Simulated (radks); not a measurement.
Results of a calculation; reference values are marked as such.
Ga+, configuration [Ar] 3d10 4s2. Code: a radial shooting solver on a logarithmic mesh with Libxc functionals. Model: Dirac Kohn-Sham, PBE, spin-unpolarised, spherical densities, finite nucleus; Fermi nuclear charge, rms radius 3.9973 fm.

Normalised radial functions P(r) = r R(r) (large component), r in bohr:

r          2p3/2
0.004138  0.0142
0.004741  0.0185
0.005388  0.0236
0.006173  0.0305
0.007073  0.0395
0.008103  0.0509
0.00921   0.0646
0.01055   0.0829
0.01209   0.1061
0.01374   0.1334
0.01574   0.1695
0.01803   0.2146
0.02066   0.2702
0.02348   0.3340
0.0269    0.4157
0.03082   0.5137
0.03503   0.6223
0.04014   0.7561
0.04598   0.9092
0.05268   1.0803
0.05987   1.2552
0.0686    1.4508
0.07859   1.6486
0.08932   1.8271
0.1023    1.9960
0.1172    2.1282
0.1343    2.2078
0.1527    2.2221
0.1749    2.1636
0.2004    2.0265
0.2278    1.8312
0.2609    1.5683
0.2989    1.2718
0.3425    0.9704
0.3893    0.7069
0.446     0.4689
0.5109    0.2854
0.5807    0.1638
0.6653    0.0818
0.7622    0.0362
0.8733    0.0140
0.9925    0.0050
1.137     0.0014
1.303     0.0003
1.481     0.0001
1.696     0.0000
1.944     0.0000
2.227     0.0000
2.531     0.0000
2.899     0.0000
3.322     0.0000
3.775     0.0000
4.325     0.0000
4.955     0.0000
5.677     0.0000
6.453     0.0000
7.393     0.0000

2p3/2: eigenvalue -1097.6 eV, 0 radial nodes, <r> = 0.192 bohr, 90 % of the charge inside 0.313 bohr.
